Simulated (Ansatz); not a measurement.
Start from `C[SiH2][CH2][GaH2]` and change one atom or group to get `C[SiH2][CH2][GeH3]`.

Ansatz, PBE0-D4/def2-TZVP geometries, multiplicity 1. Each molecule was computed in one conformer, which needn't be the lowest.

Scalar relativity is left out up to krypton.

```tsv
property	`C[SiH2][CH2][GaH2]`
size of the dipole moment (ωB97M-V/def2-TZVPP) / D	1.40
LUMO energy (ωB97M-V/def2-TZVPP) / eV	0.21
size of the dipole moment (B3LYP/def2-TZVPP) / D	1.43
HOMO energy (B3LYP/def2-TZVPP) / eV	-7.60
LUMO energy (B3LYP/def2-TZVPP) / eV	-1.73
LUMO energy (PBE0/def2-TZVPP) / eV	-1.45
```

What does the change do to each property? (An estimate is asked.)

Computed: 
```tsv
property	`C[SiH2][CH2][GeH3]`	shift
size of the dipole moment (ωB97M-V/def2-TZVPP) / D	0.66	-0.74
LUMO energy (ωB97M-V/def2-TZVPP) / eV	2.17	1.96
size of the dipole moment (B3LYP/def2-TZVPP) / D	0.66	-0.77
HOMO energy (B3LYP/def2-TZVPP) / eV	-8.21	-0.61
LUMO energy (B3LYP/def2-TZVPP) / eV	0.39	2.12
LUMO energy (PBE0/def2-TZVPP) / eV	0.65	2.10
```

With PBE0 the HOMO falls by 0.60 eV and the LUMO rises by 2.10 eV, so the gap widens by about 2.70 eV. PBE moves the HOMO by -0.55 eV and ωB97M-V by -0.60 eV. Dipoles are sizes alone; their direction can turn.

Positive LUMOs are unbound, so they and the gaps depend on the basis.

B3LYP here is the variant with VWN-RPA as its local correlation; programs differ in this.
